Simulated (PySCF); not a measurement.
Magnetic susceptibility: `CC[C@@H](C)[C@H](F)C(=O)Cl`, C6H10ClFO

Geometry (Å), atoms numbered from 1 in this order:
```xyz
19

C    -2.165    0.891   -0.462
C    -1.308   -0.363   -0.596
C    -0.015   -0.311    0.224
C     0.690   -1.667    0.218
C     0.941    0.770   -0.321
F     1.317    0.476   -1.604
C     2.133    0.910    0.597
O     2.074    1.272    1.727
Cl    3.658    0.467   -0.134
H    -3.134    0.730   -0.927
H    -1.702    1.745   -0.950
H    -2.325    1.135    0.587
H    -1.061   -0.531   -1.645
H    -1.886   -1.221   -0.248
H    -0.251   -0.026    1.254
H     1.011   -1.918   -0.791
H     0.015   -2.443    0.569
H     1.562   -1.652    0.867
H     0.436    1.745   -0.356
```

Computed with GIAO B3LYP/pcSseg-1 magnetisability, rotational g tensor and spin-rotation constants, non-relativistic, gas phase in PySCF 2.14.0. Geometry: GFN2-xTB.

Question: What are the magnetisability and the molar susceptibility?

Answer: Isotropic -1505 × 10⁻³⁰ J/T², or -90.7 × 10⁻⁶ cm³/mol; principal values -1616, -1513, -1387 × 10⁻³⁰ J/T², anisotropy 198 × 10⁻³⁰ J/T² (root of half the summed squared differences of the principal values). The susceptibility is in cgs units.

Question: Split it along the inertial axes a, b, c into diamagnetic and paramagnetic parts about the centre of mass, with the quadrupole moment.

Answer: 
```csv
axis,χ (10⁻⁶ cm³/mol),diamagnetic (10⁻⁶ cm³/mol),paramagnetic (10⁻⁶ cm³/mol),summed x² of all electrons (Å²),quadrupole Θ (D Å)
a,-89.6,-627.0,537.4,309.0,+1.97
b,-87.0,-1612.9,1525.9,76.6,-6.10
c,-95.4,-1636.0,1540.5,71.2,+4.12
```
Anisotropies 2χaa − χbb − χcc = +3.3 and 2χbb − χaa − χcc = +11.1 × 10⁻⁶ cm³/mol. Θ is traceless in Buckingham's convention.

Question: And the rotational g tensor?

Answer: 
| axis | rotational constant (GHz) | g | nuclear part | electronic part |
| --- | --- | --- | --- | --- |
| a | 2.3755 | -0.0257 | 0.5741 | -0.5998 |
| b | 0.7939 | -0.0078 | 0.5613 | -0.5691 |
| c | 0.7701 | -0.0067 | 0.5507 | -0.5574 |

Asymmetric top; isotopes 12C, 35Cl, 19F, 1H, 16O; no vibrational averaging.
